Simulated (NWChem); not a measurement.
# Correlation energy of HGa

```
Ga
H 1 1.6914
```
Charge 0, spin multiplicity 1.

All runs are NWChem calculations. All single points use one geometry, from B3LYP/def2-SVP, a minimum by its harmonic frequencies.

Basis set: def2-SVP. Each correlation energy counts from its own Hartree-Fock reference.

The Hamiltonian is non-relativistic. The correlated methods keep 9 core orbitals frozen. The structure started from a generated list of species. Coupled-cluster values serve here as a point of comparison, not as the truth.

Q: For the correlation energy, MP2 gives -195.3 mHa and SCS-MP2 gives -185.7 mHa. What do CR-CCSD[T], CR-CCSD(T), CCSD give?

A: CR-CCSD[T]: -207.7 mHa; CR-CCSD(T): -206.7 mHa; CCSD: -201.5 mHa.
